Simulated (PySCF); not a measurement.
# Shapes and spin states of CuSe2

Method: PySCF, PBE0, basis Cu def2-SVP, Se def2-SVP (no relativity, density fitting).

Relaxations began from a few typed shapes and spin states; open shells are unrestricted. The search is not exhaustive: other isomers or separated fragments can lie lower, and high-lying points may rest on an excited occupation.

```tsv
spin	group	bonds	angles	imaginary modes (cm⁻¹)	ΔE (kJ/mol)	ΔE with ZPE (kJ/mol)
quartet	D∞h	Cu–Se 2.239 Å (×2)	Se–Cu–Se 180.0°	none	0.0	0.0
broken-symmetry Ms = 1/2 (⟨S²⟩ 1.71)	D∞h	Cu–Se 2.225 Å (×2)	Se–Cu–Se 180.0°	none	8.8	8.9
quartet	C2v	Cu–Se 2.502 Å (×2), Se–Se 2.225 Å	Cu–Se–Se 63.6° (×2), Se–Cu–Se 52.8°	none	41.8	42.0
```

The lowest minimum found is the quartet D∞h: Cu–Se 2.239 Å (×2); Se–Cu–Se 180.0°.

Formally Cu is in oxidation state +4, d7, with 3 unpaired electrons (the high-spin count). The Mulliken spin on Cu is 0.18, so most of the spin sits on the ligands and the formal count fails. The polar-tensor charge on Cu, 0.36, is far below the formal one.

For the lowest minimum: other spin states or occupations of the open shell can lie lower.

The electron or spin density has lower symmetry than the nuclear frame for the broken-symmetry Ms = 1/2 (⟨S²⟩ 1.71) D∞h at 8.8 kJ/mol.
